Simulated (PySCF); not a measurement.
**Germanium: a sound run and one with changed settings**

Sound run: Ge²⁺ [Ar] 3d10 4s2, Ge³⁺ [Ar] 3d10 4s1. Calculation: PySCF 2.14, in cc-pVDZ-PP with ECP10MDF (4s3p2d, 23 functions); scalar relativity through the core potential. The sound run starts from symmetry-adapted Hartree-Fock orbitals and uses a fine grid where one is needed.

A second run was set up differently.

```tsv
species	method	sound run (hartree)	changed run (hartree)	converged
Ge²⁺	UHF	-292.50960	-292.50906	no
Ge²⁺	PBE0	-293.61150	-293.59917	no
Ge²⁺	PBE	-293.65031	-293.60190	no
Ge³⁺	UHF	-291.32584	-291.32560	no
Ge³⁺	PBE0	-292.36237	-292.35902	no
Ge³⁺	PBE	-292.38874	-292.37434	no
```

(1) What was changed?
A. too few SCF iterations
B. basis contracted for another Hamiltonian
C. a valence shell is frozen
D. angular grid far too coarse

## Answers

(1) A. It used initial guess 1e, at most 2 SCF cycles. The SCF was stopped early; the energies are upper bounds that still move, and correlated levels were skipped or rest on poor orbitals.
